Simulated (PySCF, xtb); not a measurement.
AlBr3, SMILES [Br][Al]([Br])[Br].

GFN2-xTB in xtb 6.7.1 at its own geometry gives an orbital gap of 4.25 eV and a dipole moment of 0.00 D.

Geometry: B3LYP-D3(BJ)/def2-SVP. The isomer is the one that the SMILES or the coordinates give; other isomers of the formula were not compared.

### Question
What does ωB97X/def2-TZVP (PySCF) give? (An estimate is asked for; the answer gives what the named calculation found.)

### Answer
gap 11.32 eV (levels -10.96 and 0.36 eV), dipole 0.00 D.
